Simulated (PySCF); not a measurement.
Electron correlation in Ge (germanium, neutral)

[Ar] 3d10 4s1 4p2 4d1, one real determinant (an excited configuration). Computed with PySCF 2.14 in aug-cc-pVDZ-PP with ECP10MDF (5s4p3d, 32 functions), with a scalar-relativistic core potential. Frozen: 3s2 3p6 3d10; 4 electrons correlated.

MP2 pair energies summed by pair of shells (mhartree):

```tsv
pair	energy	share (%)
4p-4p	-4.00	36.6
4p-4d	-3.25	29.7
4s-4p	-2.72	24.8
4s-4d	-0.97	8.9
```

Total MP2 correlation energy: -10.94 mhartree.

Same-spin part -10.94 and opposite-spin part 0.00 mhartree; SCS-MP2 scales them by 1/3 and 6/5 to -3.65 mhartree.

The reference is one real determinant that mixes LS terms of this configuration.
